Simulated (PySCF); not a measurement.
AsH₄Si, SMILES [SiH2][AsH2], multiplicity 2. Geometry optimised at B3LYP-D3(BJ)/def2-TZVP. The isomer is the one that the SMILES or the coordinates give; other isomers of the formula were not compared.

Give the equilibrium geometry at B3LYP-D3(BJ)/def2-TZVP (PySCF confirms it by a frequency run) as Cartesian coordinates in Å. (An estimate is asked for; the answer gives what the named calculation found.)


```xyz
6

Si    -1.5710    -0.3638    -0.1325
As     0.7348     0.1797     0.1410
H     -2.4052     0.8458     0.0895
H     -1.9316    -0.9709    -1.4412
H      1.1698    -1.2598    -0.1150
H      0.9135     0.5485    -1.3321
```
Charge 0, spin multiplicity 2.
